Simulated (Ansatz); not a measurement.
Cost and result for the atomization energy of `[SiH3][SiH2]BC=S` (12 atoms, 11 bonds).

```json
{"atom": "Si1", "x (Å)": "-0.680", "y (Å)": "-1.571", "z (Å)": "1.277"}
{"atom": "Si2", "x (Å)": "0.366", "y (Å)": "0.485", "z (Å)": "0.882"}
{"atom": "B3", "x (Å)": "-0.192", "y (Å)": "1.139", "z (Å)": "-0.941"}
{"atom": "C4", "x (Å)": "0.814", "y (Å)": "1.185", "z (Å)": "-2.065"}
{"atom": "S5", "x (Å)": "0.315", "y (Å)": "-0.302", "z (Å)": "-2.500"}
{"atom": "H6", "x (Å)": "-0.242", "y (Å)": "-2.566", "z (Å)": "0.260"}
{"atom": "H7", "x (Å)": "-0.353", "y (Å)": "-2.110", "z (Å)": "2.626"}
{"atom": "H8", "x (Å)": "-2.156", "y (Å)": "-1.416", "z (Å)": "1.174"}
{"atom": "H9", "x (Å)": "1.843", "y (Å)": "0.288", "z (Å)": "0.976"}
{"atom": "H10", "x (Å)": "-0.032", "y (Å)": "1.452", "z (Å)": "1.947"}
{"atom": "H11", "x (Å)": "-1.272", "y (Å)": "1.635", "z (Å)": "-1.096"}
{"atom": "H12", "x (Å)": "1.589", "y (Å)": "1.780", "z (Å)": "-2.539"}
```

Total charge 0; spin multiplicity 1. The geometry is a stationary point of PBE0-D4/def2-TZVP. It is one conformer, not always the lowest. Program: Ansatz. All runs use 4 threads of an Arm Neoverse V2 on a shared host. Times are those of one run each, without the atoms' runs, and a repeat can differ threefold. Electronic energies, without spin–orbit coupling; frozen cores. CCSD(T)/CBS adds CCSD(T) − MP2 in def2-TZVPP to the MP2 limit, and its time is that of the two runs behind it. T1 = 0.020; the RHF reference is unstable towards UHF. B3LYP takes the VWN-RPA correlation (the form of Gaussian; ORCA's B3LYP/G).

CCSD(T)/CBS is a level of theory with its own doubt, some kJ/mol a heavy atom from the limit and from the frozen cores, so smaller differences don't rank the functionals.

```json
{"level": "PBE-D4/def2-TZVPP (with forces)", "functions": "286", "wall time": "2.8 s", "atomization (kcal/mol)": "938.4", "difference from CCSD(T)/CBS": "15.9", "per bond": "1.4"}
{"level": "PBE0-D4/def2-TZVPP", "functions": "286", "wall time": "3.5 s", "atomization (kcal/mol)": "926.8", "difference from CCSD(T)/CBS": "4.3", "per bond": "0.4"}
{"level": "r2SCAN-D4/def2-TZVPP (with forces)", "functions": "286", "wall time": "5.5 s", "atomization (kcal/mol)": "933.3", "difference from CCSD(T)/CBS": "10.8", "per bond": "1.0"}
{"level": "B3LYP-D4/def2-TZVPP (with forces)", "functions": "286", "wall time": "5.5 s", "atomization (kcal/mol)": "926.0", "difference from CCSD(T)/CBS": "3.5", "per bond": "0.3"}
{"level": "B2PLYP/def2-TZVPP", "functions": "286", "wall time": "6.5 s", "atomization (kcal/mol)": "911.9", "difference from CCSD(T)/CBS": "-10.6", "per bond": "-1.0"}
{"level": "ωB97X-V/def2-TZVPP", "functions": "286", "wall time": "8.5 s", "atomization (kcal/mol)": "930.1", "difference from CCSD(T)/CBS": "7.6", "per bond": "0.7"}
{"level": "ωB97M-V/def2-TZVPP (with forces)", "functions": "286", "wall time": "14 s", "atomization (kcal/mol)": "927.1", "difference from CCSD(T)/CBS": "4.6", "per bond": "0.4"}
{"level": "MP2/def2-QZVPP", "functions": "534", "wall time": "25 s", "atomization (kcal/mol)": "917.4", "difference from CCSD(T)/CBS": "-5.1", "per bond": "-0.5"}
{"level": "CCSD(T)/def2-TZVPP", "functions": "286", "wall time": "2.4 min", "atomization (kcal/mol)": "898.7", "difference from CCSD(T)/CBS": "-23.8", "per bond": "-2.2"}
{"level": "CCSD(T)/CBS(def2)", "functions": "–", "wall time": "2.8 min", "atomization (kcal/mol)": "922.5", "difference from CCSD(T)/CBS": "0.0", "per bond": "0.0"}
```

In def2-TZVPP, CCSD(T) changes the Hartree–Fock value by +215.7 kcal/mol (the triples alone add +15.4 kcal/mol) and MP2 by +220.4 kcal/mol; breaking electron pairs costs correlation energy, which Hartree–Fock lacks. The D4 term adds +12.5 kcal/mol with B3LYP and +6.6 kcal/mol with PBE0; it sums over pairs of atoms, weighted by their polarisabilities, and B3LYP, whose exchange is more repulsive, gets the larger term. From PBE to PBE0 (25 % exact exchange), in def2-TZVPP and without D4, the atomization energy moves by −10.5 kcal/mol: exact exchange takes away binding that semilocal exchange gives to molecules.
